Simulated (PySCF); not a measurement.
PySCF job for C₃HClF₂, SMILES FC=C=C(Cl)F, SMD-ωB97X/def2-SVP. Geometry optimised at B3LYP-D3(BJ)/def2-SVP. The structure was generated by enumeration; whether it is a known compound was not checked.

```python
import numpy as np
from pyscf import gto, scf, dft
from pyscf.solvent import smd

mol = gto.M(
    atom='''
    F    -2.78672431   -0.79286052   -0.31501314
    C    -1.81361113   -0.05879374   -0.86312735
    C    -0.56497292   -0.10713997   -0.47415436
    C     0.68897850   -0.09833737   -0.10795557
    F     1.61777683   -0.89714718   -0.62167938
    Cl    1.34368606    0.95380898    1.10438207
    H    -2.18450215    0.58094316   -1.67283884
    ''',
    basis='def2-SVP',
    charge=0,
    spin=0,
    max_memory=1600,
    verbose=3,
)
mf = dft.RKS(mol, xc='wb97x').density_fit(auxbasis='def2-universal-jkfit')
mf.grids.level = 3
mf.conv_tol = 1e-9
mf.max_cycle = 100
mf.kernel()
res = {}
for name in ['water', 'acetone', 'cyclohexanone']:
    s = mf.SMD()
    s.with_solvent.solvent, s.with_solvent.sasa_ng = name, 302
    s.kernel(mf.make_rdm1())
    res[name] = (s.e_tot, s.with_solvent.get_cds(), s.dip_moment(), s.mo_energy, s.converged)
    print(f'SMD {name}: dG(solv) = {(s.e_tot - mf.e_tot) * 627.509474:.3f} kcal/mol, of which CDS {res[name][1] * 627.509474:.3f}')
```

Program output:

```
converged SCF energy = -774.247150083545
converged SCF energy = -774.244284145221
Dipole moment(X, Y, Z, Debye): -0.92906,  1.21806, -1.18158
SMD water: dG(solv) = 1.798 kcal/mol, of which CDS 4.483
converged SCF energy = -774.250595348142
Dipole moment(X, Y, Z, Debye): -0.90564,  1.20569, -1.16119
SMD acetone: dG(solv) = -2.162 kcal/mol, of which CDS 0.365
converged SCF energy = -774.249435556977
Dipole moment(X, Y, Z, Debye): -0.89606,  1.20069, -1.15291
SMD cyclohexanone: dG(solv) = -1.434 kcal/mol, of which CDS 1.028
```

The calculation finished and met its thresholds.

Cost: about 30 core-seconds (a rough figure).
